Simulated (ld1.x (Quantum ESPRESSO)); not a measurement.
# Pr, PAW: configuration errors across variants

- Element: praseodymium (Pr)
- Generator: ld1.x (Quantum ESPRESSO) 7.5
- Type: PAW
- Functional: PBE
- Relativity: scalar-relativistic
- Frozen core: [Kr] 4d10
- Valence charge: 13
- Reference configuration: 4f3 5s2 5p6 5d0 6s0.5 6p0 (charge +1.5)
- Partial waves: 5s (bound): rcut 1.90, rcutus 2.00 bohr; 6s (bound): rcut 1.90, rcutus 2.00 bohr; 5p (bound): rcut 2.25, rcutus 2.80 bohr; 6p (bound, empty): rcut 2.25, rcutus 2.80 bohr; 5d (bound, empty): rcut 2.70, rcutus 3.20 bohr; 5d channel at 0.3 Ry: rcut 2.70, rcutus 3.20 bohr; 4f (bound): rcut 1.50, rcutus 1.85 bohr; 4f channel at 3.65 Ry: rcut 1.50, rcutus 1.85 bohr
- Local potential: all-electron potential smoothed inside 2.05 bohr (lloc = -1)
- Core correction: Bessel-smoothed model core inside 1.85 bohr
- Augmentation charge: BESSEL, radius 1.70 bohr

All-electron excitation energies from the reference (eV): (1) 4f3 5s2 5p6 5d0 6s2 6p0 -10.384; (2) 4f3 5s2 5p6 5d0 6s1 6p0 -4.664; (3) 4f3 5s2 5p6 5d0 6s0 6p0 5.962; (4) 4f3 5s2 5p6 5d0 6s1 6p1 -8.115; (5) 4f3 5s2 5p5 5d0 6s2 6p0 15.725.

The overlap operator is not positive definite (basis up to 400 Ry) in “base”, “waves 5p (bound): rcut 1.84, rcutus 1.94 bohr; 6p (bound): rcut 1.84, rcutus 1.94 bohr”, “waves 5p (bound): rcut 1.96, rcutus 2.08 bohr; 6p (bound): rcut 1.96, rcutus 2.08 bohr”, “waves 5p (bound): rcut 2.25, rcutus 2.50 bohr; 6p (bound): rcut 2.25, rcutus 2.50 bohr”, “waves 5p (bound): rcut 2.25, rcutus 2.78 bohr; 6p (bound): rcut 2.25, rcutus 2.78 bohr”, “waves 5p (bound): rcut 2.25, rcutus 3.22 bohr; 6p (bound): rcut 2.25, rcutus 3.22 bohr”, “waves 5p (bound): rcut 2.25, rcutus 3.46 bohr; 6p (bound): rcut 2.25, rcutus 3.46 bohr”, “waves 5p (bound): rcut 2.25, rcutus 4.10 bohr; 6p (bound): rcut 2.25, rcutus 4.10 bohr”. Such files are unfit for use, however small their errors in these radial tests.

Tests that are not counted but printed errors over 1 eV. “waves 5p (bound): rcut 2.25, rcutus 4.10 bohr; 6p (bound): rcut 2.25, rcutus 4.10 bohr”: 4f3 5s2 5p6 5d0 6s1 6p1 (solver errors, printed error -1.7 eV); 4f1 5s2 5p6 5d0 6s0 6p0 (solver errors, printed error -803 eV).

Errors AE − PS in meV (a dash: test not solved or not reliable):

```csv
change,(1),(2),(3),(4),(5),bound ghosts
base,+3.7,+1.5,-1.8,+3.1,-19,not determined (overlap not positive)
"waves 5p (bound): rcut 1.84, rcutus 1.94 bohr; 6p (bound): rcut 1.84, rcutus 1.94 bohr",+3.7,+1.5,-1.8,+2.9,-18,not determined (overlap not positive)
"waves 5p (bound): rcut 1.96, rcutus 2.08 bohr; 6p (bound): rcut 1.96, rcutus 2.08 bohr",+3.6,+1.5,-1.8,+2.9,-18,not determined (overlap not positive)
"waves 5p (bound): rcut 2.25, rcutus 2.50 bohr; 6p (bound): rcut 2.25, rcutus 2.50 bohr",+3.7,+1.5,-1.8,+2.8,-20,not determined (overlap not positive)
"waves 5p (bound): rcut 2.25, rcutus 2.78 bohr; 6p (bound): rcut 2.25, rcutus 2.78 bohr",+3.7,+1.5,-1.8,+3.1,-19,not determined (overlap not positive)
"waves 5p (bound): rcut 2.25, rcutus 3.22 bohr; 6p (bound): rcut 2.25, rcutus 3.22 bohr",+5.3,+1.8,-1.6,+8.4,+12,not determined (overlap not positive)
"waves 5p (bound): rcut 2.25, rcutus 3.46 bohr; 6p (bound): rcut 2.25, rcutus 3.46 bohr",+10,+2.6,-1.1,+6.0,-40,not determined (overlap not positive)
"waves 5p (bound): rcut 2.25, rcutus 4.10 bohr; 6p (bound): rcut 2.25, rcutus 4.10 bohr",+47,+9.6,+1.2,–,-44,not determined (overlap not positive)
```

Question: Give the same row for: waves 5p (bound): rcut 2.25, rcutus 3.86 bohr; 6p (bound): rcut 2.25, rcutus 3.86 bohr.

Answer: +26, +5.4, 0.0, –, –; bound ghosts: not determined (overlap not positive). Its overlap operator is not positive definite in a basis up to 400 Ry (lowest eigenvalue d -0.31), so the file is unfit for use: the generalised eigenproblem breaks down once the basis is large enough, and its test numbers describe a broken file.
